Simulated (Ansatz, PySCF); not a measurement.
Gas-phase reaction in SMILES: CCB(Br)CC [bromo(diethyl)borane] + 5 [H][H] (H2) → B (BH3) + Br (HBr) + 4 C (CH4)
Each molecule is optimised on its own at B3LYP-D3(BJ)/def2-TZVP (Ansatz, a quantum-chemistry and plane-wave program), one conformer each, not searched for the lowest. Frequencies are from Ansatz or PySCF.

Property: energy of full hydrogenation (0 K, with B3LYP-D3(BJ) harmonic zero-point energies), in eV. Cores are frozen in the correlated levels unless marked. Spin-orbit coupling is left out. The frozen core is the preceding noble-gas configuration, with the filled d and f shells of earlier blocks. Non-relativistic. CBS marks a two-point X^-3 extrapolation of the correlation energy; Hartree-Fock from the larger set.

```
level                                program  energy of full hydrogenation (eV)  minus last row
----------------------------  --------------  ---------------------------------  --------------
PBE0/def2-SVP                         Ansatz                              -0.53           -0.12
PBE0-D3(BJ)/def2-TZVPD        Ansatz + dftd3                              -0.35            0.06
PBE0-D4/def2-TZVPD            Ansatz + dftd4                              -0.35            0.06
BHLYP-D4/def2-TZVPD           Ansatz + dftd4                              -0.72           -0.31
wB97M-V/def2-TZVPD                    Ansatz                              -0.41            0.00
MP2/STO-3G                            Ansatz                               0.12            0.53
SCS-MP2/cc-pVQZ                       Ansatz                              -0.51           -0.10
CCSD/aug-cc-pVTZ                      Ansatz                              -0.67           -0.26
CCSD/cc-pVQZ                          Ansatz                              -0.67           -0.26
CCSD(T)/CBS(cc-pVTZ,cc-pVQZ)          Ansatz                              -0.41            0.00
```
